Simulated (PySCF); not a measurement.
Process, species as SMILES: N#P (N-P) + H+ → [NH+]#P
B3LYP-D3(BJ)/def2-TZVP geometries, fixed; electronic energies without zero-point terms; positive where energy is released.
Largest species:
```xyz
3

N      0.0000     0.0000    -0.9047
P      0.0000     0.0000     0.5502
H      0.0000     0.0000    -1.9194
```
Charge +1, spin multiplicity 1.

Basis-set convergence of the proton affinity at HF with PySCF. All functions are spherical. Density fitting with generated auxiliary sets. The proton sits at the site shown, which need not be the one that binds it best. No added dispersion term, no relativity. Functions are those of the species that has most. Reference: the value in aug-pcseg-3, 205.29 kcal/mol, itself unsure by roughly 0.33 kcal/mol (its mean distance from aug-cc-pV(Q+d)Z, cc-pV(5+d)Z, def2-QZVPPD).

| basis | functions | proton affinity (kcal/mol) |
|---|---|---|
| def2-SVP | 37 | 205.41 |
| cc-pV(D+d)Z | 42 | ? |
| aug-pcseg-1 | 59 | ? |
| def2-TZVP | 74 | ? |
| jun-cc-pV(T+d)Z | 101 | ? |
| cc-pV(Q+d)Z | 149 | 205.04 |
| def2-QZVPP | 157 | 205.01 |
| pcseg-3 | 157 | 205.42 |
| aug-pcseg-3 | 223 | 205.29 |

Q: What belongs in the gaps?

A: 
- cc-pV(D+d)Z, proton affinity (kcal/mol): 203.50
- aug-pcseg-1, proton affinity (kcal/mol): 199.35
- def2-TZVP, proton affinity (kcal/mol): 204.71
- jun-cc-pV(T+d)Z, proton affinity (kcal/mol): 204.49
